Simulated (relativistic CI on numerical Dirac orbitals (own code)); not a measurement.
d1 to d9 in one octahedral field

Computed with a parametric ligand-field model without spin-orbit coupling, by exact diagonalisation: B = 450, C = 1890, 10Dq = 26600 cm⁻¹ (Oh; |10Dq|/B = 59.1) for every shell. Energies in cm⁻¹; the field energy is (0.6 n_e − 0.4 n_t2) × 10Dq of the ground term; g labels are left out. So small a B with so large a field is typical of 4d and 5d ions, where spin-orbit coupling, left out here, reaches 1,000 to 4,000 cm⁻¹.

```csv
Shell,Ground term,Electrons in e,Field energy,First spin-allowed bands,Lowest term of other spin
d1,2T2,0.000,-10640,2E 26600,
d2,3T1,0.008,-21078,"3T2 25486, 3T1 31122",1T2 6623
d3,4A2,0.000,-31920,"4T2 26600, 4T1 31681",2E 9268
d4,3T1,0.012,-42235,"3E 24726, 3T1 25195",1T2 5751
d5,?,?,?,?,?
d6,1A1,0.018,-63358,"1T1 25171, 1T2 31687",3T1 21196
d7,2E,1.012,-47566,"2T1 25066, 2T2 25547",4T1 17394
d8,3A2,2.000,-31920,"3T2 26600, 3T1 31681",1E 7335
d9,2E,3.000,-15960,2T2 26600,
```

(1) Fill in the row of d5.

## Answers

(1) Ground term: 2T2; Electrons in e: 0.024; Field energy: -52574; First spin-allowed bands: 2A2 24048, 2T1 24208; Lowest term of other spin: 4T1 17452. Low spin: d4, d5, d6, d7; the other shells keep the spin of the free ion. Only d4 to d7 can choose; the field needed to pair spins is smallest for d6 and largest for d5, which loses most exchange energy. In the strong-field picture 10Dq must exceed about 6B + 5C = 12150 (d4), 7.5B + 5C = 12825 (d5), 2.5B + 4C = 8685 (d6) and 4B + 4C = 9360 (d7); mixing of terms shifts these bounds somewhat.
